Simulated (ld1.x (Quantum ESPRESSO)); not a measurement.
Varying the RRKJ potential for Ni

Base potential:

| Quantity | Value |
| --- | --- |
| Element | Ni (Z = 28) |
| Generator | ld1.x (Quantum ESPRESSO) 7.5 |
| Type | norm-conserving RRKJ (Kleinman–Bylander form) |
| Functional | PW91 |
| Relativity | scalar-relativistic |
| Frozen core | [Ne] 3s2 |
| Valence charge | 16 |
| Reference configuration | 3p6 3d8 4s1.5 4p0 (charge +0.5) |
| Partial waves | 3p (bound): rc 1.25 bohr; 3d (bound): rc 1.30 bohr; 4s (bound): rc 2.15 bohr |
| Local potential | the s channel |
| Core correction | none |
| rho0 | 0.005 |

Cutoffs, loose and tight: the cutoffs (Ry, on a coarse ladder) from which the occupation-weighted sum of valence levels, in a spherical-Bessel basis at the reference potential, stays within 10 and 1 mRy of its value at 400 Ry. They do not see the model core or the augmentation charge, which bear on the density cutoff. Test errors are all-electron minus pseudo excitation energies from the reference, over the configurations 3p6 3d8 4s2 4p0; 3p6 3d8 4s1 4p0; 3p6 3d8 4s0 4p0; 3p6 3d7 4s2 4p1; 3p6 3d8.5 4s1.5 4p0; 3p5 3d8 4s2 4p0; 3p6 3d8 4s0 4p1. A dash means not determined; rows that change the core or the reference have their own tests. The largest error is taken over the tests solved by every variant that gives reliable tests at all: 3p5 3d8 4s2 4p0; 3p6 3d7 4s2 4p1; 3p6 3d8 4s0 4p0; 3p6 3d8 4s0 4p1; 3p6 3d8 4s1 4p0.

```csv
change,outcome,"cutoff, loose","cutoff, tight",bound ghosts,largest test error (meV)
base,generated,110 Ry,160 Ry,none,-1206
"all radii scaled by about 0.75 (s 1.62, p 0.94, d 0.98 bohr)",generated,180 Ry,260 Ry,none,-1222
"all radii scaled by about 0.83 (s 1.78, p 1.04, d 1.08 bohr)",generated,160 Ry,230 Ry,none,-1253
"all radii scaled by about 0.94 (s 2.04, p 1.18, d 1.22 bohr)",generated,120 Ry,180 Ry,none,-1234
"all radii scaled by about 1.04 (s 2.24, p 1.30, d 1.36 bohr)",generated,100 Ry,140 Ry,none,-1209
"all radii scaled by about 1.11 (s 2.40, p 1.40, d 1.44 bohr)",generated,90 Ry,140 Ry,none,-1218
"all radii scaled by about 1.37 (s 2.94, p 1.72, d 1.78 bohr)",generated,70 Ry,100 Ry,none,"no test is counted, since the test run did not reproduce the reference configuration"
```

(1) What comes out with this change to the base: all radii scaled by about 0.90 (s 1.94, p 1.12, d 1.16 bohr)?

(2) What comes out with this change to the base: all radii scaled by about 1.26 (s 2.70, p 1.58, d 1.64 bohr)?

(3) What comes out with this change to the base: all radii scaled by about 1.16 (s 2.50, p 1.44, d 1.50 bohr)?

Answers

(1) outcome: generated; cutoff, loose: 140 Ry; cutoff, tight: 200 Ry; bound ghosts: none; largest test error (meV): -1251.

(2) outcome: generated; cutoff, loose: 70 Ry; cutoff, tight: 110 Ry; bound ghosts: none; largest test error (meV): -1270.

(3) outcome: generated; cutoff, loose: 80 Ry; cutoff, tight: 120 Ry; bound ghosts: none; largest test error (meV): -1230.

Reading the sweep of the scale of all radii (base = 1) (base included, trends over the rows without a ghost): The loose cutoff falls from 180 Ry at 0.75 to 70 Ry at 1.37. A larger radius leaves more room for a smooth pseudo-wave, so fewer plane waves are needed; a smaller one forces it to follow the all-electron wave where it bends sharply. The median size of the test errors (rows with all tests solved) falls from 43.0 meV at 0.75 to 32.3 meV at 1.11, with one reversal. This runs against the usual rule that a larger radius transfers worse; these runs do not show why.
